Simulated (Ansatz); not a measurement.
```yaml
crystal:
  periodic: [false, false, false]
  atoms:
    - {symbol: C, position_ang: [-1.229671, 0.390508, 1.166634]}
    - {symbol: C, position_ang: [0.178889, 0.141727, 0.661666]}
    - {symbol: C, position_ang: [0.489021, 1.298713, -0.418766]}
    - {symbol: O, position_ang: [0.439021, 0.998713, -0.418766]}
    - {symbol: Al, position_ang: [0.794707, 0.992871, -2.061957]}
    - {symbol: H, position_ang: [-1.367571, 1.447527, 1.399843]}
    - {symbol: H, position_ang: [-1.961122, 0.107928, 0.403810]}
    - {symbol: H, position_ang: [-1.429973, -0.194382, 2.067622]}
    - {symbol: H, position_ang: [0.882149, 0.412086, 1.461964]}
    - {symbol: H, position_ang: [1.420547, -1.480290, -0.054974]}
    - {symbol: H, position_ang: [-0.290776, -1.628673, -0.485174]}
    - {symbol: H, position_ang: [0.238484, -1.955974, 1.172131]}
    - {symbol: H, position_ang: [0.938483, 2.417878, -2.725396]}
    - {symbol: H, position_ang: [0.972805, -0.364391, -2.860822]}
basis:
  gaussian: {orbitals: "6-31G*"}
total_charge: 1
magnetization: {spin_polarized: true, initial_magnetization: 1}
hamiltonian: {xc: {name: r2SCAN50}}
output: {forces: true}
```

```sh
$ ansatz run in.yaml --threads 4 --pin off --events-out ev --progress --plain --max-ram 10444MiB
```

Shortened log:

```
Functional definition: r2SCAN50
1012 factors; integrals over basis functions are off by at most 8.4e-4 eV
mean field evaluation 1: about -11295.4634 eV, gradient 6.2e1 eV
mean field evaluation 2: about -11235.8630 eV, gradient 1.0e2 eV
mean field evaluation 4: about -11312.0254 eV, gradient 1.3e1 eV
mean field evaluation 8: about -11314.3323 eV, gradient 2.0e0 eV
mean field evaluation 16: about -11315.2744 eV, gradient 3.3e-1 eV
mean field evaluation 32: about -11315.3033 eV, gradient 3.4e-3 eV
mean field evaluation 96: about -11315.3093 eV, gradient 6.8e-4 eV
mean field evaluation 128: about -11315.2509 eV, gradient 8.3e-6 eV
mean field -11315.49342126 eV, -415.8367133144 hartree, gradient 8.3e-6 eV, S^2 2.383184; 18 other end points of the search recorded, 0 dependent functions left out
reference -11315.49343137 eV, -415.8367136860 hartree; 24, 23 occupied and 73, 74 virtual orbitals, 1012 factors
Total energy: -11315.49343137 eV, -415.8367136860 hartree
Atom 0 at    -1.229671     0.390508     1.166634 Å, force     0.322292     0.370906    -1.227910 eV/Å
Atom 1 at     0.178889     0.141727     0.661666 Å, force    -4.886378   -16.570308    17.366827 eV/Å
Atom 2 at     0.489021     1.298713    -0.418766 Å, force   614.835582  3697.921766    -0.360050 eV/Å
Atom 3 at     0.439021     0.998713    -0.418766 Å, force  -613.875139 -3680.196233     2.871357 eV/Å
Atom 4 at     0.794707     0.992871    -2.061957 Å, force     3.032256    -1.713167   -19.931538 eV/Å
Atom 5 at    -1.367571     1.447527     1.399843 Å, force    -0.374162     0.063171     0.324523 eV/Å
Atom 6 at    -1.961122     0.107928     0.403810 Å, force    -0.006886     0.004846     0.368613 eV/Å
Atom 7 at    -1.429973    -0.194382     2.067622 Å, force     0.149245     0.266481    -0.224077 eV/Å
Atom 8 at     0.882149     0.412086     1.461964 Å, force     0.287013     0.087069    -0.809651 eV/Å
Atom 9 at     1.420547    -1.480290    -0.054974 Å, force     0.591464    -0.199238     0.515852 eV/Å
Atom 10 at    -0.290776    -1.628673    -0.485174 Å, force    -0.674759    -0.438144     0.345309 eV/Å
Atom 11 at     0.238484    -1.955974     1.172131 Å, force     0.335940     0.664422    -1.365760 eV/Å
Atom 12 at     0.938483     2.417878    -2.725396 Å, force     0.133367     0.066066     0.979112 eV/Å
Atom 13 at     0.972805    -0.364391    -2.860822 Å, force     0.130165    -0.327635     1.147393 eV/Å
Dipole moment:     0.149807     0.594974     0.135180 e Å
```

In this input one atom was put on top of another. Self-consistency was reached. The result belongs to that input, not to the molecule as meant.
